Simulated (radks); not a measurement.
Valence configurations of Ar IV (all share [Ne]). Calculated with a radial shooting solver on a logarithmic mesh with Libxc functionals: non-relativistic Kohn-Sham, r2SCAN, spin-polarised, spherical densities, point nucleus; open shells are filled with parallel spins first; meta-GGA in the generalised Kohn-Sham scheme. Energies are relative to 3s2 3p3; eigenvalues in eV for spin up.

valence      E (eV)  moment (Bohr magnetons)    e(3p)    e(3s)
3s2 3p3       0.000                        3  -52.392  -68.669
3s1.5 3p3.5   7.976                        3  -52.678  -68.996
3s1 3p4      15.788                        3  -52.976  -69.337
3s0.5 3p4.5  26.527                        2  -52.561  -68.869
3p5          36.142                        1  -52.008        -

NIST lists [Ne] 3s2 3p3 as the ground configuration; this level of theory agrees among the configurations tried. The energies are those of spherical high-spin densities, not of single terms.
